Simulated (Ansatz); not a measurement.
Worked example: the enthalpy of CH2BrCl + CBrCl2F → CH2Cl2 + CBr2ClF

Species: CH2BrCl (bromochloromethane) `ClCBr`, singlet; CBrCl2F (bromodichlorofluoromethane) `FC(Cl)(Cl)Br`, singlet; CH2Cl2 (dichloromethane) `ClCCl`, singlet; CBr2ClF (dibromochlorofluoromethane) `FC(Cl)(Br)Br`, singlet. The partners trade Br for Cl; both sit on C, so the bond types are kept.

Shapes, held fixed at every level: PBE0-D4/def2-TZVP. Programs: Ansatz 0.2.0. The zero-point and thermal terms to 298 K, harmonic and unscaled (PBE0-D4/def2-TZVP), stand in the table.

At PBE-D4/def2-TZVPP; 1 Eh = 2625.50 kJ/mol:

| species | energy (Eh) | H(298 K) − E (kJ/mol) | tabulated ΔfH (kJ/mol) |
| --- | --- | --- | --- |
| CH2BrCl | -3073.065447 | 88.1 | -44.7 |
| CBrCl2F | -3631.685362 | 45.0 | -240.0 |
| CH2Cl2 | -959.322127 | 89.3 | -94.7 |
| CBr2ClF | -5745.426983 | 44.0 | -187.4 |

Problem. Work out the reaction enthalpy at 298 K from the calculation and from the table of heats.

Solution. 
1. Electronic: (-959.322127) + (-5745.426983) − [(-3073.065447) + (-3631.685362)] = 0.001699 Eh = +4.5 kJ/mol.
2. Zero-point and thermal: (89.3) + (44.0) − [(88.1) + (45.0)] = +0.2 kJ/mol.
3. Computed ΔH = +4.7 kJ/mol.
4. From the heats of formation (Active Thermochemical Tables): (-94.7) + (-187.4) − [(-44.7) + (-240.0)] = +2.6 kJ/mol.
5. Computed less tabulated: +2.1 kJ/mol. Tabulated heats carry uncertainties of their own.

Relativity is left out for Br unless named.
